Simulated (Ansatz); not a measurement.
NSi, doublet, at a GFN2-xTB geometry; Ansatz (an electronic-structure program) with REVPBE/def2-SVP.

Ansatz was given this input:
Ansatz 0.2 input:
```yaml
crystal:
  periodic: [false, false, false]
  atoms:
    - {symbol: Si, position_ang: [-0.00000000, -0.00000000, -0.52212322]}
    - {symbol: N, position_ang: [0.00000000, 0.00000000, 1.04424644]}
basis:
  gaussian:
    orbitals: def2-SVP
hamiltonian:
  xc: revpbe
magnetization: {spin_polarized: true, initial_magnetization: 1}
```

What the program printed (banner, timings and long lists left out):

```
Functional definition: revPBE
368 factors; their error is unknown
mean field evaluation 1: about -9338.8183 eV, gradient 6.0e1 eV
mean field evaluation 2: about -9174.4088 eV, gradient 1.2e2 eV
mean field evaluation 4: about -9356.8654 eV, gradient 1.5e1 eV
mean field evaluation 8: about -9358.3781 eV, gradient 1.3e-1 eV
mean field evaluation 16: about -9358.3412 eV, gradient 6.9e-5 eV
mean field evaluation 32: about -9357.8690 eV, gradient 7.4e-1 eV
mean field -9358.34121884 eV, -343.9126964810 hartree, gradient 5.3e-6 eV, S^2 0.761908; 4 other end points of the search recorded, 0 dependent functions left out
reference -9358.34124330 eV, -343.9126973796 hartree; 11, 10 occupied and 21, 22 virtual orbitals, 368 factors
Total energy: -9358.34124330 eV, -343.9126973796 hartree
```
